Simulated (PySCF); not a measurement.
**TaOCl₃: fields on a plane**

Method: PBE0/[Ta def2-SVP with ECP60, O def2-SVP, Cl def2-SVP], scalar-relativistic core potentials, density fitting, no spin–orbit coupling, PySCF.

The singlet minimum has Ta–Cl 2.293 Å (×3), Ta–O 1.701 Å; Cl–Ta–Cl 112.0° (×3), Cl–Ta–O 106.8° (×3).

The plane holds Ta1 at (0.00, 0.00), O2 at (1.70, 0.00), Cl3 at (-0.66, 2.19) Å. Columns run from x = -2.55 to 4.05 Å, rows from y = 4.35 (top) to -1.95 Å, in steps of 0.3 Å. Other isomers or separated fragments may lie lower. Core electrons replaced by a potential are absent, the electrostatic potential uses the reduced nuclear charge, and values within about 0.7 Å of such atoms have no physical meaning.

Task: Give the electron localisation function (set to 0 where the density is under 0.005 e/Å³). Lower edges of the bins: '0' 0.000, '1' 0.090, '2' 0.181, '3' 0.271, '4' 0.362, '5' 0.452, '6' 0.542, '7' 0.633, '8' 0.723, '9' 0.814; top 0.90.

Result: 
```
00000000000000000000000
00001222210000000000000
00123455542100000000000
01346777765300000000000
03568999987520000000000
24689989998630000000000
35799221798640000000000
36899139298630000000000
36899185498510000000000
25799835996300000000000
14678999863111333200000
01356653221135665420000
00112124674258888641000
00000268898369899852000
00000499008477349963000
00000499008477349963000
00000269999369899852000
00000015885258888641000
00000001121136665420000
00000000000024443200000
00000000000001111000000
00000000000000000000000
```

Task: Give the electron density (e/Å³) (cut at 5 e/Å³). Lower edges of the bins (e/Å³): '0' 0.000, '1' 0.030, '2' 0.076, '3' 0.151, '4' 0.268, '5' 0.455, '6' 0.750, '7' 1.218, '8' 1.960, '9' 3.136; top 5.00.

Result: 
```
00000000000000000000000
00000000000000000000000
00000111100000000000000
00012233211000000000000
00123455432100000000000
01235677643100000000000
01246899764210000000000
01357999864210000000000
01357899764210000000000
01246787753210000000000
00134666643221111000000
00123455554333332100000
00012356776555654210000
00012469999668986410000
00012489229889998520000
00012489229889998520000
00012369999668986410000
00001246776555654210000
00001223443333332100000
00001122221111111000000
00000111110000000000000
00000000000000000000000
```

No spin–orbit coupling is included, which matters more the heavier the element.
